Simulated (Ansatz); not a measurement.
Wavefunction ladder for FH4N2Si, SMILES `N[Si](N)F` radical

Z-matrix (Å, degrees):
```
N
Si 1 1.712
H 1 1.008 2 119.3
H 1 1.008 2 119.1 3 -142.4
N 2 1.701 1 106.6 3 -159.6
F 2 1.611 1 103.4 3 -36.8
H 5 1.005 2 121.7 1 -162.3
H 5 1.009 2 121.3 1 42.9
```

Total charge 0; spin multiplicity 2. All single points use the PBE0-D4/def2-TZVP geometry. It is one conformer, not always the lowest. Frozen core, unrestricted reference, Ansatz. CBS rows extrapolate triple and quadruple zeta; past MP2 they add the triple-zeta difference.

| basis | HF (Eh) | MP2 corr. | CCSD corr. | (T) | CCSD(T) total |
| --- | --- | --- | --- | --- | --- |
| def2-SVP | -499.42371 | -0.60178 | -0.63002 | -0.01359 | -500.06732 |
| def2-TZVPP | ? | ? | ? | ? | ? |
| def2-QZVPP | -499.82844 | -0.83966 | – | – | – |
| CBS(def2) | -499.83127 | -0.88738 | -0.90797 | as TZ | -500.76694 |

(1) Fill in the withheld values. (Best estimate.)

Results:

(1) The calculation gave: def2-TZVPP HF (Eh): -499.80787; def2-TZVPP MP2 corr.: -0.77523; def2-TZVPP CCSD corr.: -0.79582; def2-TZVPP (T): -0.02770; def2-TZVPP CCSD(T) total: -500.63139.
